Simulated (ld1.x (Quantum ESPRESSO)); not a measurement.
## nitrogen: variants of one TM potential

Base potential:

| Property | Result |
| --- | --- |
| Element | N |
| Generator | ld1.x (Quantum ESPRESSO) 7.5 |
| Type | norm-conserving Troullier–Martins (Kleinman–Bylander form) |
| Functional | PBE |
| Relativity | scalar-relativistic |
| Frozen core | [He] |
| Valence charge | 5 |
| Reference configuration | 2s2 2p3 |
| Partial waves | 2s (bound): rc 1.05 bohr; 2p (bound): rc 1.50 bohr |
| Local potential | the p channel |
| Core correction | a·sin(br)/r model core, default radius (core density twice the valence density) |

Cutoffs, loose and tight: the cutoffs (Ry, on a coarse ladder) from which the occupation-weighted sum of valence levels, in a spherical-Bessel basis at the reference potential, stays within 10 and 1 mRy of its value at 400 Ry. They do not see the model core or the augmentation charge, which bear on the density cutoff. Test errors are all-electron minus pseudo excitation energies from the reference, over the configurations 2s2 2p2; 2s2 2p1; 2s2 2p0; 2s1 2p4; 2s1 2p0; 2s1 2p3; 2s0 2p5. A dash means not determined; rows that change the core or the reference have their own tests.

The default core radius of the base comes out at 0.41 bohr.

```csv
change,outcome,"cutoff, loose","cutoff, tight",bound ghosts,largest test error (meV)
base,generated,55 Ry,120 Ry,none,+973
"all radii but the core radius scaled by about 0.77 (s 0.80, p 1.16 bohr)",generated,80 Ry,160 Ry,none,+457
reference 2s2 2p1,generated,55 Ry,120 Ry,none,+403
local potential the s channel,generated,55 Ry,120 Ry,none,+1019
wave 2p (bound): rc 1.50 bohr becomes 2p (bound): rc 1.94 bohr,generated,50 Ry,120 Ry,none,+2275
functional LDA (PZ),generated,55 Ry,120 Ry,none,+873
core correction none,generated,55 Ry,120 Ry,none,+1122
"all radii but the core radius scaled by about 1.29 (s 1.36, p 1.94 bohr)",generated,35 Ry,80 Ry,none,+2330
"all radii but the core radius scaled by about 1.23 (s 1.30, p 1.84 bohr)",generated,40 Ry,90 Ry,none,+1953
"all radii but the core radius scaled by about 1.13 (s 1.18, p 1.70 bohr)",generated,45 Ry,100 Ry,none,+1492
```

Question: What comes out with this change to the base: wave 2s (bound): rc 1.05 bohr becomes 2s (bound): rc 0.72 bohr?

Answer: outcome: generated; cutoff, loose: 120 Ry; cutoff, tight: 260 Ry; bound ghosts: none; largest test error (meV): +960.
